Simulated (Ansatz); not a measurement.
H3Si2 (SMILES [SiH]=[SiH2]), doublet, geometry from GFN2-xTB. Base run: MP2/6-31G* (Ansatz, a program for electronic structure).

Input for Ansatz:
Ansatz 0.2 input:
```yaml
crystal:
  periodic: [false, false, false]
  atoms:
    - {symbol: Si, position_ang: [1.02285006, -0.59715591, 0.02160438]}
    - {symbol: Si, position_ang: [-0.90257877, 0.47114667, -0.01698289]}
    - {symbol: H, position_ang: [2.02777054, 0.52857146, -0.02104512]}
    - {symbol: H, position_ang: [-1.68847796, 1.72855621, -0.06337080]}
    - {symbol: H, position_ang: [-2.02309056, -0.49299837, 0.01971513]}
basis:
  gaussian:
    orbitals: 6-31G*
magnetization: {spin_polarized: true, initial_magnetization: 1}
correlation: {method: mp2}
```

Each row names what was changed in the base input (with any setting that the change needs).

| change | ΔE vs base (mEh) | MP2 correlation (Eh) | basis functions |
|---|---|---|---|
| base | 0.000 | -0.13902 | 44 |
| method = rpa | -49.242 | - | 44 |
| electrons = all | -21.086 | -0.16010 | 44 |
| fitting = cc-pVTZ-JKFIT (mean field), cc-pVTZ-RIFIT (correlation) | 0.066 | -0.13898 | 44 |
| method = ccsd | -39.099 | -0.14020 | 44 |
| method = bccd_t | -45.116 | -0.13902 | 44 |
| method = ccsd_t | -45.087 | -0.14020 | 44 |
| accuracy = high | -0.003 | -0.13902 | 44 |
| method = bccd | -38.761 | -0.13902 | 44 |
| reference functional = pbe0 | -5.066 | - | 44 |
